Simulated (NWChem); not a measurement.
# C2H3ClF2; SMILES FC(F)CCl

```xyz
8

F     -1.3102    -1.0299     0.0745
C     -0.0152    -0.8625    -0.3083
F      0.6782    -1.9987     0.0159
C      0.6192     0.2981     0.4420
Cl    -0.1317     1.8559    -0.0152
H      0.0144    -0.7244    -1.4139
H      0.4871     0.1382     1.5298
H      1.6992     0.3429     0.2057
```
Atoms are numbered in this order, from 1.

Computed with NWChem. Pople sets run with spherical d functions. Coordinates come from a PBE-D3(BJ)/def2-SVP optimisation. Vzz is the largest principal value of the second derivative of the potential at the nucleus (NWChem prints the opposite sign); η is the asymmetry. Non-relativistic.

**Question.** Estimate the computed values for B3LYP/6-31G*. Quantities: Vzz Cl5 (a.u.); η Cl5.

**Answer.** 
- Vzz Cl5 (a.u.) = 3.827
- η Cl5 = 0.04
